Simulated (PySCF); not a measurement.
propene (C$_{3}$H$_{6}$), singlet, geometry from GFN2-xTB; B3LYP/6-31G* (PySCF).

The PySCF input:
```python
from pyscf import gto, scf, dft

mol = gto.Mole()
mol.atom = '''
    C     1.279892    0.123522    0.009191
    C     0.008252    0.474861    0.009243
    H     1.580863   -0.911474   -0.009262
    H     2.074598    0.849719    0.027481
    H    -0.266597    1.522093    0.028072
    C    -1.135740   -0.482434   -0.015379
    H    -0.783764   -1.510907   -0.033434
    H    -1.764433   -0.339590    0.863349
    H    -1.755096   -0.305534   -0.894541
'''
mol.basis = '6-31g*'
mol.charge = 0
mol.spin = 0
mol.verbose = 4
mol.build()

mf = dft.RKS(mol)
mf.xc = 'b3lyp'
mf.kernel()
mf.analyze()
```

Q: Write the output that PySCF gives for this input, abridged.

A: 
```
PySCF version 2.14.0

[INPUT] verbose = 4
[INPUT] num. atoms = 9
[INPUT] num. electrons = 24
[INPUT] charge = 0
[INPUT] spin (= nelec alpha-beta = 2S) = 0
[INPUT] symmetry False subgroup None
[INPUT] Mole.unit = angstrom
[INPUT] Symbol           X                Y                Z      unit          X                Y                Z       unit  Magmom
[...]
nuclear repulsion = 71.2485601598988
number of shells = 30
number of NR pGTOs = 105
number of NR cGTOs = 54
basis = 6-31g*
ecp = {}

******** <class 'pyscf.dft.rks.RKS'> ********
method = RKS
initial guess = minao
damping factor = 0
level_shift factor = 0
DIIS = <class 'pyscf.scf.diis.CDIIS'>
diis_start_cycle = 1
diis_space = 8
diis_damp = 0
SCF conv_tol = 1e-09
SCF conv_tol_grad = None
SCF max_cycles = 50
direct_scf = True
direct_scf_tol = 1e-13
XC library pyscf.dft.libxc version 7.1.2
    S. Lehtola, C. Steigemann, M. J. T. Oliveira, and M. A. L. Marques,  SoftwareX 7, 1–5 (2018)
XC functionals = b3lyp
    P. J. Stephens, F. J. Devlin, C. F. Chabalowski, and M. J. Frisch,  J. Phys. Chem. 98, 11623 (1994)
radial grids:
    Treutler-Ahlrichs [JCP 102, 346 (1995); DOI:10.1063/1.469408] (M4) radial grids

becke partition: Becke, JCP 88, 2547 (1988); DOI:10.1063/1.454033
pruning grids: <function nwchem_prune>
grids dens level: 3
symmetrized grids: False
atomic radii adjust function: <function treutler_atomic_radii_adjust>
small_rho_cutoff = 0
Set gradient conv threshold to 3.16228e-05
Initial guess from minao.
tot grids = 101208
init E= -118.002223177991
[...]
cycle= 1 E= -117.863989951783  delta_E= 0.138  |g|= 0.377  |ddm|=  2.5
[...]
cycle= 2 E= -117.859711770627  delta_E= 0.00428  |g|= 0.402  |ddm|= 0.81
[...]
cycle= 3 E= -117.904363998703  delta_E= -0.0447  |g|= 0.0114  |ddm|= 0.429
[...]
cycle= 4 E= -117.904378173411  delta_E= -1.42e-05  |g|= 0.00862  |ddm|= 0.0193
[...]
cycle= 5 E= -117.904393262519  delta_E= -1.51e-05  |g|= 0.0042  |ddm|= 0.0103
[...]
cycle= 6 E= -117.904397749158  delta_E= -4.49e-06  |g|= 0.000578  |ddm|= 0.0037
[...]
cycle= 7 E= -117.904397833614  delta_E= -8.45e-08  |g|= 9.38e-05  |ddm|= 0.000568
[...]
cycle= 8 E= -117.904397835879  delta_E= -2.26e-09  |g|= 1.66e-05  |ddm|= 0.000105
[...]
cycle= 9 E= -117.904397835956  delta_E= -7.73e-11  |g|= 2.25e-06  |ddm|= 2.15e-05
[...]
Extra cycle  E= -117.904397835953  delta_E= 2.87e-12  |g|= 3.55e-06  |ddm|= 5.4e-06
converged SCF energy = -117.904397835953
**** SCF Summaries ****
Total Energy =                        -117.904397835953176
Nuclear Repulsion Energy =              71.248560159898830
One-electron Energy =                 -297.956067801287190
Two-electron Energy =                  108.803109805435184
Two-electron Coulomb Energy =          127.341759920681525
DFT Exchange-Correlation Energy =      -18.538650115246341
HOMO-LUMO gap [eV] =                     7.710425020457047
**** MO energy ****
[...]
 ** Mulliken pop on meta-lowdin orthogonal AOs  **
 ** Mulliken pop  **
 ** Mulliken atomic charges  **
charge of    0C =     -0.24777
charge of    1C =     -0.07873
charge of    2H =      0.10184
charge of    3H =      0.10640
charge of    4H =      0.09892
charge of    5C =     -0.29899
charge of    6H =      0.10318
charge of    7H =      0.10757
charge of    8H =      0.10757
Dipole moment(X, Y, Z, Debye): -0.35527,  0.00262, -0.00184
```
